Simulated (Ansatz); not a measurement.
An input for GaCl (SMILES [Cl][Ga])

GaCl: 2 atoms, total charge 0, spin state singlet. SMILES: `[Cl][Ga]`. Geometry: relaxed at PBE0-D4/def2-TZVP. The run starts from this shape.

```xyz
2

Cl    0.0000    0.0000   -0.0236
Ga    0.0000    0.0000    2.1922
```

Settings wanted:

- basis set: 6-31G*
- core potential: none
- walk f tol: 0.002 eV/angstrom
- task: optimise
- method: MP2
- reference: RHF
- relativity: none
- accuracy: medium
- frozen core orbitals: 14
- d and f functions: Cartesian

Q: Give an Ansatz 0.2.0 job that does this.

A: One that was run (others would do as well):

run.yaml:
```yaml
crystal:
  periodic: [false, false, false]
  atoms:
    - {symbol: Cl, position_ang: [-0.000000, 0.000000, -0.023560]}
    - {symbol: Ga, position_ang: [0.000000, -0.000000, 2.192160]}
basis:
  gaussian:
    orbitals: "6-31G*"
correlation:
  method: mp2
relax:
  f_tol: 0.002
output:
  orbitals: {seedname: orbitals}
```

```bash
$ ansatz run run.yaml --threads 1 --pin off --max-ram 3480MiB --events-out events.jsonl --progress --plain --runs-dir runs
```

Calculated total energy at the end of the run: -2382.88307 Eh.
